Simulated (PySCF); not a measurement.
## Steps of a relaxation of [Hf(NH3)6]4+

[Hf(NH3)6]4+ (singlet). PySCF 2.14.0, RKS PBE, Hf def2-SVP with ECP60, N def2-SVP, H def2-SVP; non-relativistic Hamiltonian with scalar-relativistic core potentials where named; density fitting; no spin-orbit coupling. Origin of the start: template. Columns: position (Å) and force (eV/Å). Energies are counted from the last step; some of the 21 steps are shown. Forces carry noise of the integration grid, about 0.01 to 0.03 eV/Å.

Run from Python with OMP_NUM_THREADS=4. Where DIIS fails, smearing, a level shift and second-order steps follow.
It took 7.9 min on 4 threads of Intel(R) Xeon(R) Platinum 8259CL CPU @ 2.50GHz (Skylake/Cascade Lake), with other jobs on the host, from the converged density of the start.

```xyz
25
step 0  E = 1.160 eV
Hf    0.0000    0.0000    0.0000     0.00    0.00    0.00
N     1.6829    0.0000    1.4784    -0.47   -0.05   -0.81
H     1.4451   -0.4696    2.3521     0.19   -0.33    0.91
H     2.5186   -0.4696    1.1300     0.99   -0.38    0.15
H     1.9818    0.9392    1.7410     0.66    0.80    0.41
N    -0.8414    1.4574    1.4784     0.28   -0.38   -0.82
H    -0.3159    1.4863    2.3521     0.19    0.33    0.90
H    -0.8526    2.4160    1.1300    -0.16    1.04    0.15
H    -1.8043    1.2467    1.7410    -1.03    0.17    0.41
N    -0.8414   -1.4574    1.4784     0.19    0.43   -0.82
H    -1.1292   -1.0167    2.3521    -0.38    0.00    0.91
H    -1.6660   -1.9464    1.1300    -0.82   -0.66    0.15
H    -0.1776   -2.1859    1.7410     0.36   -0.97    0.41
N     1.6829    0.0000   -1.4784    -0.47   -0.05    0.81
H     2.5186   -0.4696   -1.1300     0.99   -0.38   -0.15
H     1.4451   -0.4696   -2.3521     0.19   -0.33   -0.91
H     1.9818    0.9392   -1.7410     0.66    0.80   -0.41
N    -0.8414    1.4574   -1.4784     0.28   -0.38    0.82
H    -0.8526    2.4160   -1.1300    -0.16    1.04   -0.15
H    -0.3159    1.4863   -2.3521     0.19    0.33   -0.90
H    -1.8043    1.2467   -1.7410    -1.03    0.17   -0.41
N    -0.8414   -1.4574   -1.4784     0.19    0.43    0.82
H    -1.6660   -1.9464   -1.1300    -0.82   -0.66   -0.15
H    -1.1292   -1.0167   -2.3521    -0.38    0.00   -0.91
H    -0.1776   -2.1859   -1.7410     0.36   -0.97   -0.41
```

```xyz
25
step 7  E = 0.075 eV
Hf    0.0000    0.0000    0.0000     0.00    0.00    0.00
N     1.8313    0.0351    1.4839    -0.10    0.04   -0.08
H     1.6190   -0.2438    2.4707     0.06    0.06   -0.08
H     2.6367   -0.5913    1.2469    -0.07    0.06    0.07
H     2.2918    0.9716    1.6021    -0.02   -0.13   -0.01
N    -0.9460    1.5684    1.4839     0.02   -0.10   -0.08
H    -0.5984    1.5240    2.4707    -0.08    0.02   -0.08
H    -0.8063    2.5791    1.2469    -0.02   -0.09    0.07
H    -1.9873    1.4990    1.6021     0.12    0.05   -0.01
N    -0.8853   -1.6035    1.4839     0.08    0.06   -0.08
H    -1.0206   -1.2803    2.4707     0.02   -0.08   -0.08
H    -1.8304   -1.9878    1.2469     0.09    0.03    0.07
H    -0.3045   -2.4706    1.6021    -0.11    0.08   -0.01
N     1.8313    0.0351   -1.4839    -0.10    0.04    0.08
H     2.6367   -0.5913   -1.2469    -0.07    0.06   -0.07
H     1.6190   -0.2438   -2.4707     0.06    0.06    0.08
H     2.2918    0.9716   -1.6021    -0.02   -0.13    0.01
N    -0.9460    1.5684   -1.4839     0.02   -0.10    0.08
H    -0.8063    2.5791   -1.2469    -0.02   -0.09   -0.07
H    -0.5984    1.5240   -2.4707    -0.08    0.02    0.08
H    -1.9873    1.4990   -1.6021     0.12    0.05    0.01
N    -0.8853   -1.6035   -1.4839     0.08    0.06    0.08
H    -1.8304   -1.9878   -1.2469     0.09    0.03   -0.07
H    -1.0206   -1.2803   -2.4707     0.02   -0.08    0.08
H    -0.3045   -2.4706   -1.6021    -0.11    0.08    0.01
```

```xyz
25
step 13  E = 0.007 eV
Hf    0.0000    0.0000    0.0000     0.00    0.00    0.00
N     1.8225    0.0694    1.4535     0.06   -0.03    0.06
H     1.6142   -0.0213    2.4738    -0.03    0.01    0.00
H     2.5497   -0.6724    1.3228    -0.03    0.00    0.00
H     2.3942    0.9458    1.4283     0.00    0.02   -0.01
N    -0.9714    1.5436    1.4535     0.00    0.07    0.06
H    -0.7886    1.4086    2.4738     0.00   -0.03    0.00
H    -0.6925    2.5443    1.3228     0.01   -0.03    0.00
H    -2.0162    1.6006    1.4283    -0.01   -0.01   -0.01
N    -0.8511   -1.6130    1.4535    -0.05   -0.04    0.06
H    -0.8256   -1.3873    2.4738     0.02    0.01    0.00
H    -1.8572   -1.8719    1.3228     0.02    0.02    0.00
H    -0.3780   -2.5464    1.4283     0.02   -0.01   -0.01
N     1.8225    0.0694   -1.4535     0.06   -0.03   -0.06
H     2.5497   -0.6724   -1.3228    -0.03    0.00    0.00
H     1.6142   -0.0213   -2.4738    -0.03    0.01    0.00
H     2.3942    0.9458   -1.4283     0.00    0.02    0.01
N    -0.9714    1.5436   -1.4535     0.00    0.07   -0.06
H    -0.6925    2.5443   -1.3228     0.01   -0.03    0.00
H    -0.7886    1.4086   -2.4738     0.00   -0.03    0.00
H    -2.0162    1.6006   -1.4283    -0.01   -0.01    0.01
N    -0.8511   -1.6130   -1.4535    -0.05   -0.04   -0.06
H    -1.8572   -1.8719   -1.3228     0.02    0.02    0.00
H    -0.8256   -1.3873   -2.4738     0.02    0.01    0.00
H    -0.3780   -2.5464   -1.4283     0.02   -0.01    0.01
```

Where does the relaxation end?

It converges at step 20 in D3h:
```xyz
25
step 20  E = 0
Hf    0.0000    0.0000    0.0000
N     1.8191    0.0834    1.4628
H     1.5948    0.0724    2.4832
H     2.5077   -0.7009    1.3856
H     2.4312    0.9290    1.3868
N    -0.9818    1.5337    1.4628
H    -0.8601    1.3450    2.4832
H    -0.6468    2.5222    1.3856
H    -2.0202    1.6410    1.3868
N    -0.8373   -1.6171    1.4628
H    -0.7347   -1.4174    2.4832
H    -1.8609   -1.8213    1.3856
H    -0.4110   -2.5700    1.3868
N     1.8191    0.0834   -1.4628
H     2.5077   -0.7009   -1.3856
H     1.5948    0.0724   -2.4832
H     2.4312    0.9290   -1.3868
N    -0.9818    1.5337   -1.4628
H    -0.6468    2.5222   -1.3856
H    -0.8601    1.3450   -2.4832
H    -2.0202    1.6410   -1.3868
N    -0.8373   -1.6171   -1.4628
H    -1.8609   -1.8213   -1.3856
H    -0.7347   -1.4174   -2.4832
H    -0.4110   -2.5700   -1.3868
```

How did the contacts change?


| contact | start (Å) | end (Å) |
| --- | --- | --- |
| Hf1–N2 (NH3) | 2.240 | 2.336 |
| Hf1–N6 (NH3) | 2.240 | 2.336 |
| Hf1–N10 (NH3) | 2.240 | 2.336 |
| Hf1–N14 (NH3) | 2.240 | 2.336 |
| Hf1–N18 (NH3) | 2.240 | 2.336 |
| Hf1–N22 (NH3) | 2.240 | 2.336 |
